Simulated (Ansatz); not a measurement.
Reaction (cleavage of the Si–Al bond): `C[SiH2][SiH2][AlH2]` + HCl → `C[SiH2][SiH2]Cl` + `[AlH3]`

Isolated molecules relaxed with PBE0-D4/def2-TZVP in Ansatz; ΔE leaves out vibrations. CCSD(T)/CBS is the MP2 limit (def2-TZVPP, def2-QZVPP) plus CCSD(T) − MP2 in def2-TZVPP, frozen cores. This one scheme is used for every species. Functionals use def2-TZVPP. B3LYP here is the variant with VWN-RPA as its local correlation; programs differ in this. One conformer a species, not always the lowest.

Q: Is it downhill or uphill in electronic energy at CCSD(T)/CBS, and by how much? (Estimate.)

A: Ansatz gave: Downhill: ΔE = -76.2 kJ/mol.

Q: What do these levels give: PBE-D4, r2SCAN-D4, ωB97X-V, ωB97M-V, r2SCAN, B3LYP, MP2/def2-TZVPP, CCSD(T)/def2-TZVPP, HF/def2-QZVPP, SCS-MP2/def2-QZVPP, MP2/CBS(def2), CCSD/CBS(def2)? (An estimate is asked.)

A: Ansatz gave: PBE-D4 -60.7, r2SCAN-D4 -72.8, ωB97X-V -79.8, ωB97M-V -84.2, r2SCAN -73.2, B3LYP -79.6, MP2/def2-TZVPP -82.4, CCSD(T)/def2-TZVPP -71.6, HF/def2-QZVPP -99.3, SCS-MP2/def2-QZVPP -87.9, MP2/CBS(def2) -87.0, CCSD/CBS(def2) -79.0 kJ/mol.

Largest T1 diagnostic among the species: 0.012.

From PBE to PBE0 (25 % exact exchange), in def2-TZVPP and without D4, ΔE moves by −5.4 kJ/mol. In def2-TZVPP, CCSD(T) changes the Hartree–Fock value by +26.7 kJ/mol (the triples alone add +2.8 kJ/mol) and MP2 by +15.9 kJ/mol.
